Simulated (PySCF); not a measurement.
BBrH4N2. Atoms are numbered in the order given.

```xyz
8

B      0.0000     0.0000    -0.9636
Br     0.0000     0.0000     0.9934
N      0.0000     1.2476    -1.6094
H      0.0000     2.1159    -1.0958
H      0.0000     1.3546    -2.6141
N      0.0000    -1.2476    -1.6094
H      0.0000    -1.3546    -2.6141
H      0.0000    -2.1159    -1.0958
```
Charge 0, spin multiplicity 1.

Coordinates come from a PBE0-D3(BJ)/def2-SVP optimisation. This is a generated structure with no PubChem entry under its InChIKey; it may be hypothetical. One conformer was computed; it need not be the lowest.

These are B3LYP/pcSseg-1 run with PySCF values and carry that method's errors.

GIAO shieldings, no solvent; atoms listed in one row are averaged. δ = σ(ref) − σ: ¹¹B against BF3 (σ = 86.3 ppm); ¹⁵N against NH3 (σ = 265.5 ppm); ¹H against TMS (σ = 31.68 ppm), references at their B3LYP-D3(BJ)/def2-TZVP geometries, non-relativistic (without spin–orbit terms, shifts of atoms bonded to Cl or Br come out too high).

Computed chemical shifts:
```json
[
 {"nucleus": "¹¹B", "atoms": "B1", "count": "1", "δ (ppm)": "17.2"},
 {"nucleus": "¹⁵N", "atoms": "N3, N6", "count": "2", "δ (ppm)": "71.2"},
 {"nucleus": "¹H", "atoms": "H4, H8", "count": "2", "δ (ppm)": "2.61"},
 {"nucleus": "¹H", "atoms": "H5, H7", "count": "2", "δ (ppm)": "2.36"}
]
```
